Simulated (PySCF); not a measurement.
**A small calculation by hand: oscillator strength and radiative lifetime**

C3H14Si3, SMILES C[SiH2]CC[SiH2][SiH3].

The structure is a stationary point at B3LYP-D3(BJ)/def2-SVP. This is a generated structure with no PubChem entry under its InChIKey; it may be hypothetical. Other conformers were not sampled.

TDA-PBE/def2-SVPD run with PySCF 2.14.0 puts the first singlet state with f over 0.02 at 6.50 eV (vertical), with the transition dipole (-0.473, -0.227, 0.097) in atomic units.

Question: Find the oscillator strength, the wavelength and the radiative lifetime that this transition would have in vacuum if emission retraced absorption.

Answer: 
|μ|² = 0.2847 au, so |μ| = 1.36 D. ΔE = 6.50/27.211 = 0.2389 hartree. f = (2/3) ΔE |μ|² = 0.045 (the program prints 0.045).
λ = 1239.84/6.50 = 191 nm; ν = 52426 cm⁻¹.
Einstein's coefficient A = 0.6670 ν² f s⁻¹ (ν in cm⁻¹) = 8.3e7 s⁻¹, so τ = 1/A = 12 ns. This state is S4; the lower singlets have f = 0.011, 0.001, 0.008. The figure is the radiative limit of this one transition; relaxation, internal conversion, crossing to triplets and a medium change what is measured.
